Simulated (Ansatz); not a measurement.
Reaction (ligand exchange at a Ge–Br bond): `[CH3][GeH2][Br]` + CH₃NH₂ → `C[NH][GeH2][CH3]` + HBr

Program: Ansatz. Geometries: PBE0-D4/def2-TZVP. ΔE: electronic, gas phase. CBS: MP2 limit from def2 TZ/QZ plus the TZ coupled-cluster correction, frozen cores. DFT in def2-TZVPP. For Br, Ge outer-core shells are correlated without core-valence functions, which leaves a few kJ/mol of doubt a bond. Scalar relativity is left out up to krypton. Each species was taken in one conformer, which may not be the lowest.

`[CH3][GeH2][Br]`:

```xyz
8

C     0.048    1.065   -0.140
Ge    0.125   -0.837    0.242
Br   -1.571   -1.868   -0.958
H    -0.920    1.463    0.161
H     0.187    1.233   -1.208
H     0.836    1.585    0.409
H    -0.142   -1.156    1.721
H     1.436   -1.484   -0.227
```

CH₃NH₂:

Z-matrix (Å, degrees):
```
C
N 1 1.453
H 1 1.092 2 109.4
H 1 1.100 2 115.4 3 -121.6
H 1 1.092 2 109.4 3 116.8
H 2 1.012 1 110.6 3 62.6
H 2 1.012 1 110.6 3 -179.3
```

`C[NH][GeH2][CH3]`:

Cartesian coordinates in Å:
```
C -0.212 1.863 -0.252
N 0.884 0.929 -0.415
Ge 0.499 -0.861 -0.604
C -0.548 -1.604 0.875
H 0.146 2.892 -0.351
H -0.946 1.705 -1.048
H -0.747 1.787 0.706
H 1.634 1.111 0.238
H 1.855 -1.583 -0.719
H -0.306 -0.992 -1.912
H -1.492 -1.066 0.980
H 0.005 -1.525 1.812
H -0.772 -2.656 0.690
```

HBr:

Cartesian coordinates in Å:
```
Br -0.041 0.663 0.251
H 0.041 -0.663 -0.251
```

**Question.** Is it downhill or uphill in electronic energy at CCSD(T)/CBS, and by how much? (An estimate is asked.)

**Answer.** Ansatz gave: Uphill: ΔE = +86.3 kJ/mol.

**Question.** What do these levels give: LDA (SPW92), CAM-B3LYP-D4, CCSD/def2-SVP, HF/def2-QZVPP, MP2/def2-QZVPP, HF/CBS(def2)? (An estimate is asked.)

**Answer.** Ansatz gave: LDA (SPW92) 82.0, CAM-B3LYP-D4 86.4, CCSD/def2-SVP 78.5, HF/def2-QZVPP 102.4, MP2/def2-QZVPP 86.8, HF/CBS(def2) 102.4 kJ/mol.

Largest T1 diagnostic among the species: 0.010.

At CCSD(T), def2-SVP lies −10.1 kJ/mol from the extrapolated value and def2-TZVPP −3.6 kJ/mol. From PBE to PBE0 (25 % exact exchange), in def2-TZVPP and without D4, ΔE moves by +3.1 kJ/mol.
